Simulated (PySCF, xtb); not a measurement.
BFH2OSe, SMILES OB(F)[SeH].

Geometry: r2SCAN-D4/def2-SVP. The values are those of a single conformer.

Method: IEF-PCM-ωB97X/def2-SVP run with PySCF.

The values are the electrostatic part of the solvation free energy, E(continuum) − E(gas) at the gas-phase geometry, in a cavity of scaled van der Waals radii (PySCF's table); cavitation and dispersion terms are not included. In vacuum the orbital gap is 12.29 eV. The dipole moment in vacuum is 1.91 D.

Problem. Estimate the values in water (ε = 78.36), chlorobenzene (ε = 5.70), toluene (ε = 2.37). (The exact figures need the calculation; the answer reports its results.)

Solution. 
```csv
solvent,ε,ΔG(elec) (kcal/mol),dipole (D),gap (eV)
water,78.36,-5.0,2.39,12.50
chlorobenzene,5.70,-3.8,2.27,12.44
toluene,2.37,-2.3,2.13,12.38
```

For comparison, GFN2-xTB/ALPB(water) (xtb, at the GFN2-xTB geometry, all terms of that model) gives -6.9 kcal/mol.
